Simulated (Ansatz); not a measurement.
Reaction (formal hydrolysis of the In–S bond): `C[N](C)[In]([F])[SH]` + H₂O → `C[N](C)[In]([OH])[F]` + H₂S

Calculated with Ansatz (gas phase, PBE0-D4/def2-TZVP geometries, no zero-point term in ΔE). CCSD(T)/CBS adds triple-zeta CCSD(T) − MP2 to the extrapolated MP2 energy (def2 sets, frozen cores). This one scheme is used for every species. DFT in def2-TZVPP. B3LYP here is the variant with VWN-RPA as its local correlation; programs differ in this. def2 core potentials past Kr. For In outer-core shells are correlated without core-valence functions, which leaves a few kJ/mol of doubt a bond. Each species was taken in one conformer, which may not be the lowest.

```json
{"level": "B3LYP-D4", "ΔE (kJ/mol)": "67.3"}
{"level": "HF/def2-QZVPP", "ΔE (kJ/mol)": "68.1"}
```

Task: What does CCSD(T)/CBS give? (An estimate is asked.)

Result: Computed: +69.0 kJ/mol. The listed levels differ from it by -1.7, -0.9 kJ/mol.

Largest T1 diagnostic among the species: 0.016.

From PBE to PBE0 (25 % exact exchange), in def2-TZVPP and without D4, ΔE moves by +6.7 kJ/mol. The D4 term adds +3.8 kJ/mol with B3LYP and +2.2 kJ/mol with PBE0; it sums over pairs of atoms, weighted by their polarisabilities, and B3LYP, whose exchange is more repulsive, gets the larger term.
